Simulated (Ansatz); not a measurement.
Ansatz (a program for electronic structure) input (CAM-B3LYP/def2-TZVPD):

Ansatz 0.2 input:
```yaml
crystal:
  periodic: [false, false, false]
  atoms:
    - {symbol: Si, position_ang: [0.08122721, 0.12449214, -0.11110358]}
    - {symbol: C, position_ang: [1.59304644, -0.83771138, -0.54712479]}
    - {symbol: C, position_ang: [-1.25940410, 0.29211945, -1.36655420]}
    - {symbol: N, position_ang: [-0.76100624, -1.05573997, 1.19342201]}
    - {symbol: N, position_ang: [0.39183916, 1.53595111, 0.75377219]}
    - {symbol: H, position_ang: [2.27485545, -0.94060218, 0.30014954]}
    - {symbol: H, position_ang: [2.13555652, -0.32089016, -1.34165179]}
    - {symbol: H, position_ang: [1.35143483, -1.83720238, -0.91461490]}
    - {symbol: H, position_ang: [-2.13633456, 0.80663180, -0.96706220]}
    - {symbol: H, position_ang: [-1.57961487, -0.67623910, -1.75662365]}
    - {symbol: H, position_ang: [-0.89368129, 0.87896457, -2.21186724]}
    - {symbol: H, position_ang: [-1.01336169, -1.96890646, 0.81280077]}
    - {symbol: H, position_ang: [-1.61334328, -0.63595981, 1.56680858]}
    - {symbol: H, position_ang: [-0.21904506, 2.33807851, 0.74945769]}
    - {symbol: H, position_ang: [1.28140543, 1.74376313, 1.18049523]}
    - {symbol: H, position_ang: [-0.14273687, -1.21845422, 1.98927274]}
basis:
  gaussian:
    orbitals: def2-TZVPD
hamiltonian:
  xc: {name: CAM-B3LYP}
total_charge: 1
output: {forces: true}
```

End of the output:

```
integrals: 0.34 GiB planned
1551 factors; their error is unknown
integrals: 0.38 GiB planned
746 factors; integrals over basis functions are off by at most 2.3e-6 eV
0.43 GiB of the device are held for the grids
2.01 GiB of device memory are held for the factors and their scratch space
mean field: 2.01 GiB planned
mean field evaluation 1: about -13087.0270 eV, gradient 1.0e2 eV
mean field evaluation 2: about -13087.1071 eV, gradient 9.9e1 eV
mean field evaluation 4: about -13107.4541 eV, gradient 4.2e0 eV
mean field evaluation 8: about -13107.4879 eV, gradient 4.2e-2 eV
mean field evaluation 16: about -13107.4666 eV, gradient 4.1e-5 eV
mean field -13107.46656591 eV, -481.6905117371 hartree, gradient 4.1e-5 eV, S^2 0.000000; 0 other end points of the search recorded, 0 dependent functions left out
the calculation of the forces begins
reference -13107.46672071 eV, -481.6905174261 hartree; 25, 25 occupied and 265, 265 virtual orbitals, 1551 factors
Total energy: -13107.46672071 eV, -481.6905174261 hartree
Atom 0 at     0.081227     0.124492    -0.111104 Å, force    -0.025216    -0.023616     0.055214 eV/Å
Atom 1 at     1.593046    -0.837711    -0.547125 Å, force    -0.079021     0.054709     0.025498 eV/Å
Atom 2 at    -1.259404     0.292119    -1.366554 Å, force     0.071640    -0.004967     0.068779 eV/Å
Atom 3 at    -0.761006    -1.055740     1.193422 Å, force     0.040733     0.058069    -0.061727 eV/Å
Atom 4 at     0.391839     1.535951     0.753772 Å, force    -0.020009    -0.106285    -0.076895 eV/Å
Atom 5 at     2.274855    -0.940602     0.300150 Å, force    -0.016759     0.002599    -0.027050 eV/Å
Atom 6 at     2.135557    -0.320890    -1.341652 Å, force    -0.010039    -0.017937     0.021515 eV/Å
Atom 7 at     1.351435    -1.837202    -0.914615 Å, force     0.011560     0.026667     0.007883 eV/Å
Atom 8 at    -2.136335     0.806632    -0.967062 Å, force     0.024485    -0.013737    -0.015202 eV/Å
Atom 9 at    -1.579615    -0.676239    -1.756624 Å, force     0.006296     0.028752     0.006371 eV/Å
Atom 10 at    -0.893681     0.878965    -2.211867 Å, force    -0.015277    -0.015862     0.020010 eV/Å
Atom 11 at    -1.013362    -1.968906     0.812801 Å, force     0.009300     0.027831     0.005998 eV/Å
Atom 12 at    -1.613343    -0.635960     1.566809 Å, force     0.020758    -0.006631    -0.010412 eV/Å
Atom 13 at    -0.219045     2.338079     0.749458 Å, force     0.014480    -0.014981     0.005006 eV/Å
Atom 14 at     1.281405     1.743763     1.180495 Å, force    -0.020782    -0.001014    -0.005124 eV/Å
Atom 15 at    -0.142737    -1.218454     1.989273 Å, force    -0.012150     0.006403    -0.019865 eV/Å
Dipole moment:    -0.337768    -0.419121     0.597893 e Å
```

It need not be the lowest isomer of its formula.
